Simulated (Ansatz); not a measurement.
The cluster Cs₂Cl₂, relaxed as a singlet with RKS PBE-D4/def2-TZVP in Ansatz, starting from the GFN1-xTB geometry. Force threshold 0.02 eV/Å.

In the def2 sets Cs takes a core potential; there is no spin–orbit coupling. The structure comes from a short search, and lower isomers may exist.

Start:

```xyz
4

Cs   -1.2565   -1.2376   -0.3603
Cs    1.6215    1.4011    0.9096
Cl    0.4816   -0.0655   -2.8382
Cl   -0.8466   -0.0980    2.2889
```

```
        step  energy (eV)  largest force component (eV/Å)  SCF passes
           1  -26138.3570                           1.258          15
           2  -26138.6975                           0.481          17
           3  -26138.8913                           0.431          18
           4  -26139.0283                           0.264          18
           5  -26139.0745                           0.177          18
           6  -26139.0793                           0.146          17
7 (rejected)  -26139.0784                           0.038          17
           8  -26139.0856                           0.015          16
```

Force components are those of the run's own axes.

End:

Cartesian coordinates in Å:
```
Cs -1.655 -1.513 -0.562
Cs 1.663 1.502 0.565
Cl 0.625 0.085 -2.070
Cl -0.634 -0.075 2.067
```

By distances, no bond broke or formed. The bond that changes most is Cs2–Cl3, from 4.18 to 3.17 Å (atoms count from 1). The end is the same structure that another start reached, the lowest one found.

No frequencies were taken in this run, so the end may be a saddle point.

It took 9.5 s on 4 threads of Arm Neoverse V1 on a shared host.
